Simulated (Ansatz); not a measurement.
Start from `C=[CH][Al]([Cl])[Cl]` and change one atom or group to get `C[Se][Al]([Cl])[Cl]`.

Ansatz, PBE0-D4/def2-TZVP geometries, multiplicity 1. Each molecule was computed in one conformer, which needn't be the lowest.

Scalar relativity is left out up to krypton. Spin–orbit coupling is left out; it splits and shifts lone-pair levels of the heavy atoms by tenths of an eV.

```csv
property,`C=[CH][Al]([Cl])[Cl]`
size of the dipole moment (ωB97M-V/def2-TZVPP) / D,2.11
HOMO energy (ωB97M-V/def2-TZVPP) / eV,-10.77
size of the dipole moment (B3LYP/def2-TZVPP) / D,2.14
HOMO energy (PBE0/def2-TZVPP) / eV,-8.53
HOMO–LUMO gap (B3LYP/def2-TZVPP) / eV,6.45
LUMO energy (PBE/def2-TZVPP) / eV,-2.49
```

Q: What does the change do to each property? (An estimate is asked.)

A: Ansatz gave: 
```
                                          property  `C[Se][Al]([Cl])[Cl]`  shift
size of the dipole moment (ωB97M-V/def2-TZVPP) / D                   1.99  -0.12
             HOMO energy (ωB97M-V/def2-TZVPP) / eV                  -9.38   1.39
  size of the dipole moment (B3LYP/def2-TZVPP) / D                   2.07  -0.07
                HOMO energy (PBE0/def2-TZVPP) / eV                  -7.27   1.26
             HOMO–LUMO gap (B3LYP/def2-TZVPP) / eV                   5.80  -0.65
                 LUMO energy (PBE/def2-TZVPP) / eV                  -1.79   0.70
```

With PBE0 the HOMO rises by 1.26 eV and the LUMO rises by 0.64 eV, so the gap narrows by about 0.62 eV. PBE moves the HOMO by 1.27 eV and ωB97M-V by 1.39 eV. Dipoles are sizes alone; their direction can turn.

B3LYP here is the variant with VWN-RPA as its local correlation; programs differ in this.
